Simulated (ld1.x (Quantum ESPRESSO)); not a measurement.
Ranking TM potentials for Cr

All share these settings but for the change named:

ld1.x (Quantum ESPRESSO) 7.5 input, shortened:

```
&input
   title='Cr', zed=24., rel=1, dft='PW91', iswitch=3,
   config='[Ar] 3d5 4s0.75 4p0 4f-2'
 /
 &inputp
   pseudotype=2, tm=.true., lloc=3,
   nlcc=.true., rcore=1.00
 /
4
4S  1  0   0.75   0.00  2.50  2.50  0.0
4P  2  1   0.00   0.00  3.20  3.20  0.0
3D  3  2   5.00   0.00  1.60  1.60  0.0
4F  4  3  -2.00   0.05  3.30  3.30  0.0
 &test
   configts(1)='3d5 4s0.75 4p0'
 /
```

Cutoff: the first of the cutoffs (Ry, on a coarse ladder) from which the occupation-weighted sum of valence levels, in a spherical-Bessel basis at the reference potential, stays within 10 and 1 mRy of its value at 400 Ry; the density cutoff is not measured.

The base gives 90 Ry.

Of 10 variants that were run, those that failed, showed a ghost or another fault, or gave nearly equal values are left out.

A variant can come out equal or close to the base.

(1) Rank these variants from softest to hardest (loose cutoff).
A. reference 3d5 4s0 4p1
B. wave 3d (bound): rc 1.60 bohr becomes 3d (bound): rc 2.18 bohr
C. all radii but the core radius scaled by about 0.81 (s 2.04, p 2.60, d 1.30, f 2.68 bohr)

Results:

(1) B (55 Ry), A (90 Ry), C (120 Ry).
